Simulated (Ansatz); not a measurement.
One change: `[Cl][GeH]` becomes `[Cl][Ge][Cl]`.

Ansatz, PBE0-D4/def2-TZVP geometries, multiplicity 1. 

Outer-core shells of Ge are correlated without core-valence functions. Scalar relativity is left out up to krypton. Spin–orbit coupling is left out.

```json
{"property": "HOMO–LUMO gap (B3LYP/def2-TZVPP) / eV", "`[Cl][GeH]`": "3.71"}
{"property": "HOMO energy (PBE0/def2-TZVPP) / eV", "`[Cl][GeH]`": "-7.16"}
{"property": "HOMO–LUMO gap (PBE0/def2-TZVPP) / eV", "`[Cl][GeH]`": "4.11"}
{"property": "vertical ionisation energy (CCSD(T)/def2-TZVPP) / eV", "`[Cl][GeH]`": "9.58"}
{"property": "HOMO–LUMO gap (PBE/def2-TZVPP) / eV", "`[Cl][GeH]`": "2.20"}
{"property": "LUMO energy (PBE0/def2-TZVPP) / eV", "`[Cl][GeH]`": "-3.05"}
```

Q: What does the change do to each property? (Estimate.)

A: The calculation gave: 
```tsv
property	`[Cl][Ge][Cl]`	shift
HOMO–LUMO gap (B3LYP/def2-TZVPP) / eV	4.64	0.93
HOMO energy (PBE0/def2-TZVPP) / eV	-8.11	-0.95
HOMO–LUMO gap (PBE0/def2-TZVPP) / eV	5.03	0.92
vertical ionisation energy (CCSD(T)/def2-TZVPP) / eV	10.30	0.72
HOMO–LUMO gap (PBE/def2-TZVPP) / eV	3.20	1.00
LUMO energy (PBE0/def2-TZVPP) / eV	-3.07	-0.02
```

B3LYP here is the variant with VWN-RPA as its local correlation; programs differ in this.
